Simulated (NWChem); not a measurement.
All runs are NWChem calculations. System: H₂SSi, charge 0, spin multiplicity 1, at a geometry optimised with B3LYP/def2-SVP. The structure started from a generated list of species. Level: B3LYP/pcseg-1, VWN1-RPA local correlation.

NWChem printed:

```
             Northwest Computational Chemistry Package (NWChem) 7.3.0
             --------------------------------------------------------

                                NWChem Input Module
                                -------------------

 Scaling coordinates for geometry "geometry" by  1.889725989
 (inverse scale =  0.529177249)

 Turning off AUTOSYM since
 SYMMETRY directive was detected!

                             Geometry "geometry" -> ""
                             -------------------------

 Output coordinates in angstroms (scale by  1.889725989 to convert to a.u.)

  No.       Tag          Charge          X              Y              Z
 ---- ---------------- ---------- -------------- -------------- --------------
    1 Si                  14.0000    -0.78161900    -0.83759000     0.00000000
    2 H                    1.0000     0.34778100    -1.87138100     0.00000000
    3 S                   16.0000     0.67414000     0.73842100     0.00000000
    4 H                    1.0000    -0.19136900     1.78290800     0.00000000

 Effective nuclear repulsion energy (a.u.)      72.4501333031

            Nuclear Dipole moment (a.u.)
            ----------------------------
        X                 Y               Z
 ---------------- ---------------- ----------------
    -0.0000264562     0.0000056692     0.0000000000

      Symmetry information
      --------------------

 Group name             Cs
 Group number              2
 Group order               2
 No. of unique centers     4

      Symmetry unique atoms

     1    2    3    4


 Summary of "ao basis" -> "" (spherical)
 ------------------------------------------------------------------------------
       Tag                 Description            Shells   Functions and Types
 ---------------- ------------------------------  ------  ---------------------
 *                          pcseg-1                   on all atoms

                                 NWChem DFT Module
                                 -----------------

 Summary of "ao basis" -> "ao basis" (spherical)
 ------------------------------------------------------------------------------
       Tag                 Description            Shells   Functions and Types
 ---------------- ------------------------------  ------  ---------------------
 Si                         pcseg-1                  8       18   4s3p1d
 H                          pcseg-1                  3        5   2s1p
 S                          pcseg-1                  8       18   4s3p1d

 Summary of "ao basis" -> "ao basis" (spherical)
 ------------------------------------------------------------------------------
       Tag                 Description            Shells   Functions and Types
 ---------------- ------------------------------  ------  ---------------------
 Si                         pcseg-1                  8       18   4s3p1d
 H                          pcseg-1                  3        5   2s1p
 S                          pcseg-1                  8       18   4s3p1d

      Symmetry analysis of basis
      --------------------------

        a'         34
        a"         12

            General Information
            -------------------
          SCF calculation type: DFT
          Wavefunction type:  closed shell.
          No. of atoms     :     4
          No. of electrons :    32
           Alpha electrons :    16
            Beta electrons :    16
          Charge           :     0
          Spin multiplicity:     1
          Use of symmetry is: on ; symmetry adaption is: on
          Maximum number of iterations: 100
          AO basis - number of functions:    46
                     number of shells:    22
          Convergence on energy requested:  1.00D-06
          Convergence on density requested:  1.00D-05
          Convergence on gradient requested:  5.00D-04

              XC Information
              --------------
                         B3LYP Method XC Potential
                     Hartree-Fock (Exact) Exchange  0.200
                        Slater Exchange Functional  0.800 local
                    Becke 1988 Exchange Functional  0.720 non-local
              Lee-Yang-Parr Correlation Functional  0.810
[...]
 HOMO         =      -0.235421
 LUMO         =      -0.065937

      Symmetry analysis of molecular orbitals - initial
      -------------------------------------------------

  Numbering of irreducible representations:

     1 a'          2 a"

  Orbital symmetries:

     1 a'          2 a'          3 a'          4 a'          5 a'
     6 a"          7 a'          8 a'          9 a'         10 a"
    11 a'         12 a'         13 a'         14 a'         15 a"
    16 a'         17 a"         18 a'         19 a'         20 a'
    21 a'         22 a'         23 a"         24 a'         25 a'
    26 a'

------------------------------------------------------------
EAF file 0: "./mol.aoints.0" size=524288 bytes
------------------------------------------------------------
               write      read    awrite     aread      wait
               -----      ----    ------     -----      ----
     calls:        1         0         0         0         0
   data(b): 5.24e+05  0.00e+00  0.00e+00  0.00e+00
   time(s): 0.00e+00  0.00e+00  0.00e+00  0.00e+00  0.00e+00
rate(mb/s): 0.00e+00  0.00e+00
------------------------------------------------------------

   convergence    iter        energy       DeltaE   RMS-Dens  Diis-err    time
 ---------------- ----- ----------------- --------- --------- ---------  ------
 d= 0,ls=0.0,diis     1   -688.8518541918 -7.61D+02  1.92D-02  1.74D-01     0.3
 d= 0,ls=0.0,diis     2   -688.8546149834 -2.76D-03  1.28D-02  1.16D-01     0.3
 d= 0,ls=0.0,diis     3   -688.8735699997 -1.90D-02  4.55D-03  2.40D-02     0.4
 d= 0,ls=0.0,diis     4   -688.8782801228 -4.71D-03  9.63D-04  1.14D-03     0.4
 d= 0,ls=0.0,diis     5   -688.8784968182 -2.17D-04  1.28D-04  1.05D-05     0.5
  Resetting Diis
 d= 0,ls=0.0,diis     6   -688.8784991697 -2.35D-06  2.62D-05  4.22D-07     0.5
 d= 0,ls=0.0,diis     7   -688.8784992807 -1.11D-07  4.47D-06  4.43D-09     0.6

         Total DFT energy =     -688.878499280733
      One electron energy =    -1096.472276649872
           Coulomb energy =      382.462026430469
    Exchange-Corr. energy =      -47.318382364453
 Nuclear repulsion energy =       72.450133303123

 Numeric. integr. density =       32.000008880135

     Total iterative time =      0.5s

                  Occupations of the irreducible representations
                  ----------------------------------------------

                     irrep           alpha         beta
                     --------     --------     --------
                     a'               13.0         13.0
                     a"                3.0          3.0

                       DFT Final Molecular Orbital Analysis
                       ------------------------------------

 Vector   14  Occ=2.000000D+00  E=-3.411135D-01  Symmetry=a'
              MO Center=  2.2D-01, -3.7D-01, -7.0D-16, r^2= 2.9D+00
   Bfn.  Coefficient  Atom+Function         Bfn.  Coefficient  Atom+Function
  ----- ------------  ---------------      ----- ------------  ---------------
     9      0.398997  1 Si py                31     -0.394951  3 S  px
    32     -0.324605  3 S  py                19     -0.299755  2 H  s
    20     -0.200241  2 H  s                 34     -0.159763  3 S  px
     6     -0.153105  1 Si py                28      0.148287  3 S  px
    29      0.121776  3 S  py                35     -0.103755  3 S  py

 Vector   15  Occ=2.000000D+00  E=-2.978001D-01  Symmetry=a"
              MO Center=  4.8D-01,  5.5D-01, -1.8D-15, r^2= 1.9D+00
   Bfn.  Coefficient  Atom+Function         Bfn.  Coefficient  Atom+Function
  ----- ------------  ---------------      ----- ------------  ---------------
    33      0.689257  3 S  pz                36      0.341972  3 S  pz
    30     -0.256267  3 S  pz                10      0.225680  1 Si pz
     7     -0.082704  1 Si pz                13      0.061674  1 Si pz
    40      0.033982  3 S  d  1              15      0.033799  1 Si d -1
    17     -0.033291  1 Si d  1

 Vector   16  Occ=2.000000D+00  E=-2.482105D-01  Symmetry=a'
              MO Center= -7.3D-01, -6.4D-01,  1.8D-15, r^2= 3.1D+00
   Bfn.  Coefficient  Atom+Function         Bfn.  Coefficient  Atom+Function
  ----- ------------  ---------------      ----- ------------  ---------------
     4      0.505426  1 Si s                  8     -0.472751  1 Si px
     3      0.355764  1 Si s                 31      0.309685  3 S  px
    20     -0.239776  2 H  s                  2     -0.233736  1 Si s
    19     -0.226414  2 H  s                  5      0.173643  1 Si px
    34      0.153138  3 S  px                32      0.144548  3 S  py

 Vector   17  Occ=0.000000D+00  E=-1.031644D-01  Symmetry=a"
              MO Center= -6.3D-01, -6.9D-01,  1.8D-15, r^2= 3.4D+00
   Bfn.  Coefficient  Atom+Function         Bfn.  Coefficient  Atom+Function
  ----- ------------  ---------------      ----- ------------  ---------------
    10      0.652147  1 Si pz                13      0.504413  1 Si pz
    33     -0.314919  3 S  pz                36     -0.282393  3 S  pz
     7     -0.221321  1 Si pz                30      0.113303  3 S  pz
    38     -0.037708  3 S  d -1

 Vector   18  Occ=0.000000D+00  E=-9.994378D-03  Symmetry=a'
              MO Center= -6.1D-01, -7.2D-02, -4.6D-16, r^2= 5.9D+00
   Bfn.  Coefficient  Atom+Function         Bfn.  Coefficient  Atom+Function
  ----- ------------  ---------------      ----- ------------  ---------------
    27     -0.945159  3 S  s                 12      0.901355  1 Si py
    43      0.689366  4 H  s                 34      0.573098  3 S  px
    20      0.464522  2 H  s                  9      0.379298  1 Si py
    31      0.306576  3 S  px                26     -0.217605  3 S  s
     4      0.179356  1 Si s                 25      0.171474  3 S  s

 Vector   19  Occ=0.000000D+00  E= 1.261334D-02  Symmetry=a'
              MO Center= -2.1D-01,  4.9D-01, -6.3D-17, r^2= 5.3D+00
   Bfn.  Coefficient  Atom+Function         Bfn.  Coefficient  Atom+Function
  ----- ------------  ---------------      ----- ------------  ---------------
    43      1.405741  4 H  s                 35     -1.072338  3 S  py
    11     -0.649730  1 Si px                 4     -0.553216  1 Si s
    32     -0.457856  3 S  py                12     -0.417859  1 Si py
     9     -0.283608  1 Si py                42      0.268525  4 H  s
     3     -0.260782  1 Si s                  8     -0.221813  1 Si px

 center of mass
 --------------
 x =  -0.00475790 y =   0.00263754 z =   0.00000000

 moments of inertia (a.u.)
 ------------------
         156.389993931061        -118.673365164908           0.000000000000
        -118.673365164908         113.490172197966           0.000000000000
           0.000000000000           0.000000000000         269.880166129027

     Multipole analysis of the density
     ---------------------------------

     L   x y z        total         alpha         beta         nuclear
     -   - - -        -----         -----         ----         -------
     0   0 0 0     -0.000000    -16.000000    -16.000000     32.000000

     1   1 0 0     -0.292279     -0.146126     -0.146126     -0.000026
     1   0 1 0      0.142685      0.071340      0.071340      0.000006
     1   0 0 1      0.000000      0.000000      0.000000      0.000000

     2   2 0 0    -23.316683    -40.194726    -40.194726     57.072768
     2   1 1 0     -0.833259    -29.231958    -29.231958     57.630656
     2   1 0 1     -0.000000     -0.000000     -0.000000      0.000000
     2   0 2 0    -19.391607    -54.739200    -54.739200     90.086793
     2   0 1 1     -0.000000     -0.000000     -0.000000      0.000000
     2   0 0 2    -20.206704    -10.103352    -10.103352      0.000000

 Task  times  cpu:        0.6s     wall:        0.6s

 Total times  cpu:        0.6s     wall:        0.6s
```

**Question.** Write an NWChem input that would produce this output.

**Answer.** Several could match; the one computed here: 
```
start mol
memory heap 200 mb stack 900 mb global 1100 mb
geometry units angstroms nocenter noautoz
  Si    -0.781619    -0.837590     0.000000
  H      0.347781    -1.871381     0.000000
  S      0.674140     0.738421     0.000000
  H     -0.191369     1.782908     0.000000
  symmetry group Cs
end
basis spherical
  * library pcseg-1
end
dft
  xc b3lyp
  semidirect memsize 60000000 filesize 0
  iterations 100
end
task dft energy
```
